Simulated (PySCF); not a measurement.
# Löwdin shares of the frontier orbitals

Species: C4H9NSi2.
Cartesian coordinates in Å at the PBE0-D3(BJ)/def2-SVP level; atoms count from 1:
```
atom  x, y, z in Å
N1    -1.0409    1.9587   -1.7324
C2    -1.3481    0.9902   -1.1699
C3    -1.6715   -0.1873   -0.4231
C4    -2.1001   -0.0037    1.0602
Si5   -0.4271   -0.7723    0.8710
C6     1.1236    0.2370    1.0463
Si7    2.4153   -0.1235   -0.2881
H8    -2.2286   -0.9360   -0.9981
H9    -2.1802    1.0343    1.4005
H10   -2.9533   -0.6160    1.3692
H11   -0.3083   -2.2423    1.0344
H12    1.5678    0.0726    2.0425
H13    0.8373    1.3003    0.9809
H14    2.8025   -1.5672   -0.2211
H15    1.8472    0.1622   -1.6368
H16    3.6357    0.7085   -0.0657
```

Method used: TDDFT PBE0/def2-SVPD, vertical, gas phase, core orbitals frozen in the response in PySCF 2.14.0, density-fitted response routines.

Kohn–Sham orbitals with the atoms that hold most of them (Löwdin shares over 4%, at most four atoms; ? is withheld):

```tsv
orbital	ε (eV)	atoms
HOMO-3	-9.58	N1 25%, C2 20%, Si7 13%, C6 8%
HOMO-2	-9.35	Si7 17%, H16 16%, C6 16%, N1 14%
HOMO-1	-8.49	?
HOMO	-7.34	C3 23%, Si5 21%, C4 17%, N1 14%
LUMO	?	?
LUMO+1	0.13	Si7 24%, Si5 15%, C6 13%, H12 10%
LUMO+2	0.32	Si5 17%, H8 14%, C3 11%, H11 11%
```

(1) Which atoms hold the HOMO-1, and with what shares?

(2) Give the leading atoms of the LUMO.

(3) What is the LUMO energy, and the HOMO–LUMO gap?

Answers

(1) C4 (bonded to C, Si and 2 H) 24%; N1 (bonded to C) 23%; C2 (bonded to C and N) 16%; C3 (bonded to 2 C, Si and H) 12%. By element: carbon 51% or more, nitrogen 23%.

(2) Si5 (bonded to 3 C and H) 32%; H11 (bonded to Si) 10%; Si7 (bonded to C and 3 H) 9%; C6 (bonded to 2 Si and 2 H) 9%. By element: silicon 41%, hydrogen 10% or more, carbon 9% or more.

(3) ε(LUMO) = -0.37 eV; the gap is 6.97 eV (0.2561 hartree).

**Question.** How does S1 compare with the orbital gap of 6.97 eV?

**Answer.** S1 is at 6.05 eV (f = 0.120), 0.92 eV below the gap, made of HOMO→LUMO (72%), HOMO→LUMO+2 (17%). 

**Question.** One configuration dominates each of S1 and S3. Which, and how do the shares of the two leading atoms of either orbital change from the occupied to the empty one?

**Answer.** 
- S1 (6.05 eV, f 0.120), HOMO→LUMO (72%): C3 23% → at most 9%, Si5 21% → 32%, H11 at most 15% → 10%
- S3 (6.43 eV, f 0.0002), HOMO→LUMO+1 (90%): C3 23% → at most 10%, Si5 21% → 15%, Si7 at most 15% → 24%

Löwdin shares depend on the basis, the more so with diffuse functions.

One conformer stands for the species.
